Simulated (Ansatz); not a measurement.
`COc1ccc(-c2cc3sc(-c4cc5sc(-c6cc7sc(-c8cc9sc(-c%10ccc(C(F)=C(F)F)cc%10)cc9s8)cc7s6)cc5s4)cc3s2)cc1`. Total charge 0; triplet. Geometry PBE-D4/def2-SVP, that of the neutral singlet; atoms count from 1.

Cartesian coordinates in Å:
```
C 14.066 -9.665 -5.431
O 13.817 -9.232 -4.106
C 12.687 -8.519 -3.860
C 12.482 -8.117 -2.521
C 11.352 -7.383 -2.172
C 10.377 -7.014 -3.135
C 9.191 -6.242 -2.770
C 8.102 -5.889 -3.567
C 7.146 -5.124 -2.855
S 5.617 -4.388 -3.247
C 5.447 -3.761 -1.600
C 4.289 -2.981 -1.247
C 3.200 -2.626 -2.048
C 2.261 -1.841 -1.339
S 0.738 -1.091 -1.730
C 0.587 -0.441 -0.090
C -0.564 0.346 0.265
C -1.641 0.727 -0.542
C -2.587 1.496 0.174
S -4.106 2.253 -0.214
C -4.278 2.859 1.440
C -5.435 3.635 1.801
C -6.480 4.069 0.981
C -7.442 4.813 1.706
S -8.929 5.622 1.309
C -9.144 6.158 2.983
C -10.299 6.971 3.348
C -11.100 7.609 2.367
C -12.191 8.403 2.713
C -12.536 8.604 4.073
C -13.653 9.434 4.514
F -13.879 9.468 5.849
C -14.493 10.199 3.770
F -14.437 10.312 2.449
F -15.471 10.923 4.287
C -11.747 7.961 5.059
C -10.660 7.164 4.704
C -8.106 5.711 3.801
C -7.150 4.957 3.079
S -5.657 4.153 3.479
C -3.199 2.482 2.246
C -2.253 1.714 1.529
S -0.738 0.949 1.921
C 1.675 -0.799 0.712
C 2.612 -1.586 0.005
S 4.136 -2.333 0.394
C 6.532 -4.116 -0.795
C 7.486 -4.882 -1.507
S 9.017 -5.613 -1.124
C 10.601 -7.423 -4.469
C 11.731 -8.164 -4.835
H 13.264 -10.341 -5.804
H 15.021 -10.222 -5.404
H 14.167 -8.809 -6.136
H 13.234 -8.400 -1.770
H 11.215 -7.091 -1.119
H 8.004 -6.182 -4.620
H 3.108 -2.930 -3.099
H -1.719 0.451 -1.602
H -6.525 3.853 -0.095
H -10.847 7.492 1.302
H -12.777 8.878 1.916
H -12.005 8.090 6.119
H -10.085 6.664 5.498
H -8.037 5.948 4.870
H -3.117 2.762 3.304
H 1.770 -0.493 1.763
H 6.615 -3.823 0.260
H 9.878 -7.152 -5.253
H 11.859 -8.456 -5.886
```

Single mean-field runs in def2-SVP are fitted with def2-universal-jkfit. At PBE0-D4/def2-SVP a singlet of charge 0 lies 1.64 eV below the triplet at the same geometry.

Question: Estimate the Mulliken populations of the heavy atoms from the PBE0/def2-SVP orbitals of Ansatz.

Answer: 
| atom | charge (e) | spin (α − β) |
| --- | --- | --- |
| C1 | 0.09 | 0.00 |
| O2 | -0.34 | 0.01 |
| C3 | 0.21 | 0.04 |
| C4 | -0.04 | -0.03 |
| C5 | -0.05 | 0.04 |
| C6 | 0.06 | -0.05 |
| C7 | -0.11 | 0.15 |
| C8 | -0.02 | -0.08 |
| C9 | -0.06 | 0.13 |
| S10 | 0.13 | 0.01 |
| C11 | -0.10 | -0.09 |
| C12 | -0.09 | 0.27 |
| C13 | -0.03 | -0.07 |
| C14 | -0.05 | 0.18 |
| S15 | 0.12 | 0.03 |
| C16 | -0.09 | 0.13 |
| C17 | -0.10 | 0.14 |
| C18 | -0.03 | 0.18 |
| C19 | -0.05 | -0.01 |
| S20 | 0.13 | 0.01 |
| C21 | -0.09 | 0.28 |
| C22 | -0.10 | -0.09 |
| C23 | -0.03 | 0.20 |
| C24 | -0.05 | -0.07 |
| S25 | 0.13 | 0.00 |
| C26 | -0.12 | 0.15 |
| C27 | 0.06 | -0.05 |
| C28 | -0.05 | 0.05 |
| C29 | -0.02 | -0.04 |
| C30 | -0.04 | 0.06 |
| C31 | 0.18 | -0.03 |
| F32 | -0.21 | 0.00 |
| C33 | 0.35 | 0.04 |
| F34 | -0.16 | 0.00 |
| F35 | -0.15 | 0.00 |
| C36 | -0.02 | -0.04 |
| C37 | -0.03 | 0.05 |
| C38 | -0.02 | -0.08 |
| C39 | -0.06 | 0.12 |
| S40 | 0.14 | 0.02 |
| C41 | -0.03 | -0.07 |
| C42 | -0.05 | 0.17 |
| S43 | 0.12 | 0.03 |
| C44 | -0.04 | 0.19 |
| C45 | -0.05 | -0.01 |
| S46 | 0.13 | 0.00 |
| C47 | -0.03 | 0.19 |
| C48 | -0.05 | -0.07 |
| S49 | 0.13 | -0.01 |
| C50 | -0.04 | 0.05 |
| C51 | -0.10 | -0.03 |
Mulliken values depend strongly on the basis.

Question: Where does the spin sit?

Answer: Summed by element: C 1.93, O 0.01, S 0.09, F 0.00, H -0.03, of 2 unpaired in all. Largest on single atoms: C21 0.28, C12 0.27, C23 0.20.

Question: And the Mayer bond orders between heavy atoms (over 0.3, the first 40 of 60)?

Answer: C1–O2 0.95 (1.42 Å); O2–C3 1.12 (1.36 Å); C3–C4 1.34 (1.41 Å); C3–C51 1.30 (1.41 Å); C4–C5 1.45 (1.39 Å); C5–C6 1.30 (1.42 Å); C6–C7 1.12 (1.46 Å); C6–C50 1.36 (1.41 Å); C7–C8 1.50 (1.39 Å); C7–S49 1.10 (1.77 Å); C8–C9 1.30 (1.42 Å); C9–S10 1.07 (1.74 Å); C9–C48 1.37 (1.41 Å); S10–C11 1.08 (1.77 Å); C11–C12 1.29 (1.44 Å); C11–C47 1.40 (1.40 Å); C12–C13 1.34 (1.40 Å); C12–S46 1.06 (1.77 Å); C13–C14 1.41 (1.41 Å); C14–S15 1.05 (1.74 Å); C14–C45 1.27 (1.41 Å); S15–C16 1.04 (1.77 Å); C16–C17 1.41 (1.44 Å); C16–C44 1.26 (1.40 Å); C17–C18 1.26 (1.40 Å); C17–S43 1.04 (1.77 Å); C18–C19 1.45 (1.41 Å); C19–S20 1.05 (1.74 Å); C19–C42 1.27 (1.41 Å); S20–C21 1.06 (1.77 Å); C21–C22 1.29 (1.44 Å); C21–C41 1.34 (1.40 Å); C22–C23 1.40 (1.40 Å); C22–S40 1.08 (1.77 Å); C23–C24 1.33 (1.42 Å); C24–S25 1.07 (1.74 Å); C24–C39 1.36 (1.41 Å); S25–C26 1.09 (1.77 Å); C26–C27 1.12 (1.46 Å); C26–C38 1.48 (1.40 Å).
